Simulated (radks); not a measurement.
The numbers below are computed, except where a source is named.
All-electron atom: O II in [He] 2s2 2p3.

Code: a radial shooting solver on a logarithmic mesh with Libxc functionals. Model: scalar-relativistic Kohn-Sham, B86b exchange with PBE correlation, spin-polarised, spherical densities, point nucleus; open shells are filled with parallel spins first.

Energy parts (hartree):
total: -74.61405
kinetic: 74.55466
electron-nucleus: -173.07672
Hartree: 31.98944
exchange-correlation: -8.08142

Orbitals (lengths in bohr, moments of r in powers of bohr):
orbital  occ.  eigenvalue (hartree)     <r^4>    <r^2>     <r>
1s up       1             -19.61789  0.007643  0.05395  0.1998
1s down     1             -19.53746  0.007503  0.05353  0.1991
2s up       1              -1.52949     3.572    1.378   1.072
2s down     1              -1.31367     4.293    1.490   1.111
2p up       3              -0.97029     5.090    1.494   1.084
2p down     0              -0.75890     7.397    1.757   1.166

The highest occupied level is 2p up at -26.403 eV. The density falls to 0.001 e/bohr^3 at r = 2.84 bohr. Summed over all electrons, <r^2> = 7.458 bohr^2, which gives a Langevin (diamagnetic) susceptibility term of -5.91 x 10^-6 cm^3/mol. For comparison, the ionisation energy in NIST's Atomic Spectra Database is 35.121 eV (measured). In exact Kohn-Sham theory the highest level is minus the ionisation energy, but local and semilocal functionals leave it too shallow, through self-interaction and a potential that decays too fast; potentials with the right tail come closer. Spin moment in Bohr magnetons: 3.
